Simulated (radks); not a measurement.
Excited configurations of Os III: one electron is placed in a higher orbital outside [Xe] 4f14 5d5. The ground configuration is [Xe] 4f14 5d6. All-electron calculation, Dirac Kohn-Sham, PBEsol, spin-unpolarised, spherical densities, finite nucleus; open shells fill j = l - 1/2 first; Fermi nuclear charge, rms radius 5.4126 fm. Program: a radial shooting solver on a logarithmic mesh with Libxc functionals. Excitation = E - E(ground); binding = E(ion) - E, where the ion is the core of charge +3; n* = 3/sqrt(2 binding) in atomic units, and the quantum defect is n - n*.

\begin{tabular}{lrrrrr}
outer orbital & excitation (eV) & binding (eV) & n* & quantum defect & <r> (bohr) \\ \hline
5f5/2 & 20.017 & 8.136 & 3.879 & 1.121 & 5.333 \\
6s1/2 & 2.082 & 26.072 & 2.167 & 3.833 & 2.569 \\
6p1/2 & 8.557 & 19.597 & 2.500 & 3.500 & 3.026 \\
6d3/2 & 17.194 & 10.960 & 3.343 & 2.657 & 4.783 \\
6f5/2 & 22.648 & 5.506 & 4.716 & 1.284 & 9.238 \\
7s1/2 & 16.303 & 11.851 & 3.214 & 3.786 & 5.340 \\
7p1/2 & 18.318 & 9.836 & 3.528 & 3.472 & 6.134 \\
7d3/2 & 21.542 & 6.612 & 4.303 & 2.697 & 8.596 \\
7f5/2 & 24.284 & 3.870 & 5.625 & 1.375 & 14.19 \\
\end{tabular}

The Delta-SCF ionisation energy is 28.154 eV (NIST Atomic Spectra Database: 25 eV, theoretical). Self-interaction in the functional shifts the binding energies and quantum defects, so they are the method's values and not measured ones. Spin polarisation and multiplet splitting are left out, so open shells lie too high by an amount that depends on their filling.

Beside tabulated values, note that spin-unpolarised runs miss the spin-polarisation part of the exchange energy of open shells.
